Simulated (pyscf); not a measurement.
A first-order saddle from PySCF, ωB97X-D3(BJ)/def2-SVP:

```xyz
4

In     0.2989    -0.6371    -0.3067
O      1.0995     0.0591     1.3710
H      1.7772     0.3335    -0.0631
H     -0.9898    -1.5322    -0.9531
```
Charge 0, spin multiplicity 2.

Surface: doublet, charge 0. Lowest wavenumbers (cm⁻¹): 1392i, 410, 462, 615, 1632.

Q: Which two sides does it connect, and which bonds change?

A: •O–InH₂ (SMILES [O][InH2]) ⇌ [HO–InH]• (SMILES [OH][InH]), a hydrogen shift read from left to right: H–In broken and H–O formed. At CCSD(T)/def2-TZVPP + ΔMP2(QZVPP) it lies +72.2 kJ/mol from the left side and +273.4 kJ/mol from the right (each side as separated species at their lowest minima found). This is the saddle that the search found; another between the same sides may lie lower. The CCSD(T) − MP2 part came from Ansatz, without density fitting, on the same reference. The frozen core leaves the outer d or s,p core shells of the metals and heavy elements correlated in the MP2 and CC values, and def2-TZVPP describes them poorly, which can shift differences by a few kcal/mol. Elements past Kr carry the def2 core potentials, without spin-orbit coupling.
